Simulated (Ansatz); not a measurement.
Name a neutral molecule of B, C, N, Si and H with HOMO energy (PBE0/def2-TZVPP) between -7.30 and -7.00 eV and LUMO energy (PBE/def2-TZVPP) between -2.20 and -1.90 eV (Ansatz, PBE0-D4/def2-TZVP geometry).

`C=N[SiH2]N1BC1` (-7.17 eV, -2.18 eV). Other molecules can fit too; these were computed, each in one conformer that needn't be the lowest.
